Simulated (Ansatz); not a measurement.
Ansatz (a first-principles code) input (CCSD(T)/aug-cc-pV(D+d)Z):
A basis named .json is the Basis Set Exchange file of that set.

Ansatz 0.2 input:
```yaml
crystal:
  periodic: [false, false, false]
  atoms:
    - {symbol: O, position_ang: [-0.50769886, -1.83231468, 0.14527089]}
    - {symbol: Si, position_ang: [-0.44246936, -0.28539840, 0.07857183]}
    - {symbol: O, position_ang: [-1.05433225, 0.64038459, 1.35312635]}
    - {symbol: O, position_ang: [-1.27354934, 0.42296943, -1.23102862]}
    - {symbol: Si, position_ang: [1.78420101, 0.50641778, -0.13197898]}
    - {symbol: H, position_ang: [-1.73700564, 1.23499690, 1.02861696]}
    - {symbol: H, position_ang: [-1.49799277, -0.28191112, -1.84657116]}
    - {symbol: H, position_ang: [1.95653524, 1.99285059, -0.27352849]}
    - {symbol: H, position_ang: [2.67136924, 0.15709516, 1.02407565]}
    - {symbol: H, position_ang: [2.50749467, -0.04561769, -1.32384169]}
basis:
  gaussian:
    orbitals: aug-cc-pV_D+d_Z.json
total_charge: -1
magnetization: {spin_polarized: false}
correlation: {method: ccsd_t, electrons: outside_noble_gas}
output: {forces: true}
```

End of the output:

```
second order -22.73697950 eV of doubles, -0.00000000 eV of singles
coupled cluster: 3.69 GiB planned
cycle   1  -22.83486306 eV  change   -9.8e-2 eV  update   1.4e-1
cycle   2  -23.47304509 eV  change   -6.4e-1 eV  update   4.6e-2
cycle   3  -23.67069526 eV  change   -2.0e-1 eV  update   2.7e-2
cycle   4  -23.67177350 eV  change   -1.1e-3 eV  update   7.6e-3
cycle   5  -23.66265605 eV  change    9.1e-3 eV  update   4.0e-3
cycle   6  -23.66326627 eV  change   -6.1e-4 eV  update   1.4e-3
cycle   7  -23.66386247 eV  change   -6.0e-4 eV  update   6.7e-4
cycle   8  -23.66356221 eV  change    3.0e-4 eV  update   2.9e-4
cycle   9  -23.66337931 eV  change    1.8e-4 eV  update   1.2e-4
cycle  10  -23.66350063 eV  change   -1.2e-4 eV  update   5.4e-5
cycle  11  -23.66346229 eV  change    3.8e-5 eV  update   2.4e-5
cycle  12  -23.66344549 eV  change    1.7e-5 eV  update   9.2e-6
cycle  13  -23.66344964 eV  change   -4.2e-6 eV  update   4.4e-6
perturbative correction -0.77964185 eV, -0.0286513095 hartree
the calculation of the forces begins
1.07 GiB of device memory are held for the factors and their scratch space
Total energy: -21945.15194231 eV, -806.4694589216 hartree
Atom 0 at    -0.507699    -1.832315     0.145271 Å, force    -0.028170    -1.271218     0.059619 eV/Å
Atom 1 at    -0.442469    -0.285398     0.078572 Å, force     0.569134     0.461780    -0.082447 eV/Å
Atom 2 at    -1.054332     0.640385     1.353126 Å, force    -0.120811     0.307844     0.602894 eV/Å
Atom 3 at    -1.273549     0.422969    -1.231029 Å, force    -0.293738     0.504567    -0.364504 eV/Å
Atom 4 at     1.784201     0.506418    -0.131979 Å, force     0.003085    -0.004709     0.005951 eV/Å
Atom 5 at    -1.737006     1.234997     1.028617 Å, force    -0.171610     0.143500    -0.063133 eV/Å
Atom 6 at    -1.497993    -0.281911    -1.846571 Å, force    -0.057924    -0.171911    -0.149179 eV/Å
Atom 7 at     1.956535     1.992851    -0.273528 Å, force    -0.013228     0.123185    -0.009674 eV/Å
Atom 8 at     2.671369     0.157095     1.024076 Å, force     0.066470    -0.036724     0.108295 eV/Å
Atom 9 at     2.507495    -0.045618    -1.323842 Å, force     0.046794    -0.056314    -0.107823 eV/Å
Dipole moment:    -0.149898     0.682786    -0.287734 e Å
```

It need not be the lowest isomer of its formula. Whether it binds its extra electron was not tested at this geometry.
